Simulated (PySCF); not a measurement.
**Peak assignment**

Geometry (Å), atoms numbered from 1 in this order:
```xyz
18

C     2.627    1.611   -1.432
C     2.193    0.926   -0.544
Si    1.492   -0.145    0.788
C    -0.414    0.146    0.705
C    -1.154   -0.670    1.762
C    -0.897   -0.189   -0.671
C    -0.955   -1.561   -1.008
N    -0.989   -2.682   -1.245
C    -1.226    0.747   -1.563
F    -1.610    0.463   -2.814
H     3.011    2.213   -2.206
H     1.795   -1.551    0.522
H     1.957    0.299    2.105
H    -0.611    1.209    0.876
H    -0.992   -1.736    1.615
H    -0.807   -0.402    2.758
H    -2.227   -0.482    1.713
H    -1.201    1.810   -1.372
```

PySCF 2.14.0 with density-fitted response routines calculation with GIAO PBE0/pcSseg-1 shieldings and geometry from GFN2-xTB; in vacuum, non-relativistic, averaged over atoms made equivalent by symmetry, fast rotation or ring inversion, one conformer.

Scale: TMS for ¹³C and ¹H (reference shieldings calculated alike).

Question: Assign these signals to the numbered atoms. ¹³C{¹H} NMR (computed): δ 169.1 (CH), 117.8 (C), 106.9 (CH), 106.4 (C), 85.6 (C), 24.6 (CH), 16.8 (CH3).

Answer: 
```tsv
δ (ppm)	atoms	environment	reason
169.1	C9	alkene CH	–
117.8	C7	nitrile carbon	typical of a nitrile
106.9	C1	terminal alkyne carbon	–
106.4	C6	fully substituted alkene carbon	an sp2 carbon of a C=C bond
85.6	C2	alkyne carbon	sp carbons lie upfield of alkene carbons because the cylindrical π system leaves one tensor component strongly shielded
24.6	C4	allylic sp3 CH bonded to Si	–
16.8	C5	methyl carbon	a saturated carbon with 1 carbon neighbour and no heteroatom attached
```

C1 and C6 lie closer than the usual error of such a calculation, so a measured spectrum could show them in the other order.

Question: Assign these signals to the numbered atoms. ¹H NMR (600 MHz, computed): δ 7.32 (m, 1H), 4.51 (m, 1H), 4.31 (m, 1H), 2.01 (m, 1H), 1.66 (m, 1H), 1.43 (d, 3H).

Answer: 
| δ (ppm) | atoms | environment | reason |
| --- | --- | --- | --- |
| 7.32 | H18 | hydrogen on an alkene CH | olefinic region |
| 4.51 | H12 | hydrogen on a silicon bonded to 2 C | – |
| 4.31 | H13 | hydrogen on a silicon bonded to 2 C | – |
| 2.01 | H11 | hydrogen on a terminal alkyne carbon | it lies on the axis of the triple bond, in its shielding cone |
| 1.66 | H14 | hydrogen on an allylic sp3 CH bonded to Si | allylic position |
| 1.43 | H15/H16/H17 | hydrogen on a methyl carbon | – |

Splittings by ¹⁹F in the carbon and heteronuclear signals aren't shown, as no couplings were computed. Shifts are as computed. Against solution values, carbons near 30 ppm lie about +3 ppm off and those near 130 ppm about +5 ppm. Of 1211 compounds with measured shifts, 218 miss one by over three times the rms of a fit or turn the order of signals round; such compounds aren't used in these exercises. No couplings were computed; multiplicities are counted from neighbouring protons, with m where these are inequivalent, close in shift, in a saturated or five-membered ring or joined by F or P, and br s for small geminal =CH2 splittings.
